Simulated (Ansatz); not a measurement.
BBrHO, SMILES `O[B]Br` radical. Total charge 0; spin multiplicity 2.

| atom | x (Å) | y (Å) | z (Å) |
| --- | --- | --- | --- |
| O1 | 0.0309 | -0.2435 | 0.8065 |
| B2 | -0.0301 | -0.1447 | -0.5194 |
| Br3 | -0.0166 | 1.5375 | -1.4171 |
| H4 | 0.0158 | -1.1493 | 1.1300 |

Question: List the harmonic frequencies (cm⁻¹, unscaled) at PBE0-D4/def2-TZVP in Ansatz. (An estimate is asked.)

Answer: Ansatz gave: 318, 518, 630, 1014, 1375, 3869.

Question: Is this a minimum?

Answer: Yes, all 6 modes are real.

Question: Give the ideal-gas thermochemistry at 298.15 K and 1 bar (rigid rotor, harmonic oscillator; point group Cs, symmetry number 1).

Answer: Zero-point energy 46.2 kJ/mol; H(298) − E = 58.2 kJ/mol; entropy 279.1 J/(mol·K), of which translation 167.2, rotation 95.9, vibration 10.2, electronic 5.8; G(298) − E = -25.0 kJ/mol.

Question: And at 400, 500, 600, 800 and 1000 K?

Answer: 
| T (K) | H − E (kJ/mol) | S (J/mol/K) | G − E (kJ/mol) |
| --- | --- | --- | --- |
| 400 | 63.7 | 295.0 | -54.3 |
| 500 | 69.7 | 308.2 | -84.5 |
| 600 | 75.9 | 319.7 | -115.9 |
| 800 | 89.2 | 338.8 | -181.8 |
| 1000 | 103.2 | 354.4 | -251.2 |

Question: Rotational constants (cm⁻¹)?

Answer: 3.505, 0.1255, 0.1212.
